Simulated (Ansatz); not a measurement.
A CCSD(T) single point on `CC(F)=C=C[SiH3]`.

```yaml
crystal:
  periodic: [false, false, false]
  atoms:
    - {symbol: C, position_ang: [-2.304393, 0.565117, -0.415361]}
    - {symbol: C, position_ang: [-1.000102, 1.058624, 0.085413]}
    - {symbol: F, position_ang: [-1.115540, 2.109214, 0.930716]}
    - {symbol: C, position_ang: [0.184269, 0.599451, -0.210133]}
    - {symbol: C, position_ang: [1.347408, 0.081396, -0.481943]}
    - {symbol: Si, position_ang: [2.079723, -1.284453, 0.560589]}
    - {symbol: H, position_ang: [-2.159190, -0.279045, -1.088155]}
    - {symbol: H, position_ang: [-2.831235, 1.359606, -0.951556]}
    - {symbol: H, position_ang: [-2.934735, 0.248365, 0.420525]}
    - {symbol: H, position_ang: [1.908712, 0.462403, -1.336683]}
    - {symbol: H, position_ang: [1.127973, -1.631853, 1.643617]}
    - {symbol: H, position_ang: [2.342177, -2.480358, -0.285155]}
    - {symbol: H, position_ang: [3.375434, -0.843265, 1.142627]}
basis:
  gaussian: {orbitals: def2-TZVPP}
correlation: {method: ccsd_t}
```

```sh
$ ansatz run in.yaml --threads 4 --pin off --events-out ev --progress --plain --max-ram 10444MiB
```

The program prints (abridged):

```
Functional definition: HF
1755 factors; integrals over basis functions are off by at most 8.5e-4 eV
mean field evaluation 1: about -14798.0231 eV, gradient 3.5e1 eV
mean field evaluation 2: about -14798.3469 eV, gradient 3.5e1 eV
mean field evaluation 4: about -14801.9390 eV, gradient 4.5e0 eV
mean field evaluation 8: about -14802.0048 eV, gradient 2.5e-1 eV
mean field -14802.00506364 eV, -543.9636529295 hartree, gradient 1.7e-6 eV, S^2 0.000000; 0 other end points of the search recorded, 0 dependent functions left out
10 core orbitals not correlated: weight in the atoms' cores, before any rotation towards them, 1.000 or more for the frozen orbitals, at most 0.000 for the correlated occupied ones
reference -14802.00506364 eV, -543.9636529295 hartree; 17, 17 occupied and 268, 268 virtual orbitals, 1755 factors
second order -27.49877118 eV of doubles, -0.00000000 eV of singles
cycle   1  -27.95027977 eV  change   -4.5e-1 eV  update   1.2e-1
cycle   2  -28.67035005 eV  change   -7.2e-1 eV  update   3.9e-2
cycle   3  -28.85007715 eV  change   -1.8e-1 eV  update   2.0e-2
cycle   4  -28.84093535 eV  change    9.1e-3 eV  update   5.2e-3
cycle   5  -28.83933901 eV  change    1.6e-3 eV  update   2.3e-3
cycle   6  -28.84068977 eV  change   -1.4e-3 eV  update   6.7e-4
cycle   7  -28.84059249 eV  change    9.7e-5 eV  update   2.5e-4
cycle   8  -28.84050412 eV  change    8.8e-5 eV  update   8.1e-5
cycle   9  -28.84054674 eV  change   -4.3e-5 eV  update   3.3e-5
cycle  10  -28.84056142 eV  change   -1.5e-5 eV  update   1.2e-5
perturbative correction -1.21896168 eV, -0.0447960156 hartree
Total energy: -14832.06458674 eV, -545.0683200284 hartree
```

Hardware: 4 threads of an Intel Xeon Platinum 8488C on a shared host. Wall time 7.3 min, peak host memory 3.9 GiB.

MP2 recovers 91.5 % of the CCSD(T) correlation energy and the triples give 4.1 %; T1 = 0.0124.
